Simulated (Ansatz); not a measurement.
F$_{2}$H$_{4}$In$_{2}$ (`[F+]1[InH2-][F+][InH2-]1`). Charge 0, multiplicity 1. In takes the def2 core potential. Geometry: relaxed with PBE0-D4/def2-TZVP.

```xyz
8

F    -0.877    0.496    0.854
In    0.506    1.561   -0.386
F     0.875   -0.496   -0.855
In   -0.506   -1.561    0.386
H    -0.430    2.138   -1.680
H     1.772    1.999    0.658
H     0.431   -2.135    1.681
H    -1.772   -2.002   -0.657
```

Q: What is the dipole moment at ωB97M-V/def2-TZVPP? (Estimate.)

A: Ansatz gave: 0.00 D, zero by symmetry or nearly so.

Q: Give the Mulliken charges with ωB97M-V, r2SCAN, PBE in def2-TZVPP. (An estimate is asked.)

A: Ansatz gave: 
```
atom  ωB97M-V  r2SCAN    PBE
  F1    -0.54   -0.54  -0.49
 In2     0.70    0.77   0.72
  F3    -0.54   -0.54  -0.49
 In4     0.70    0.77   0.72
  H5    -0.08   -0.12  -0.11
  H6    -0.08   -0.12  -0.11
  H7    -0.08   -0.12  -0.11
  H8    -0.08   -0.12  -0.11
```
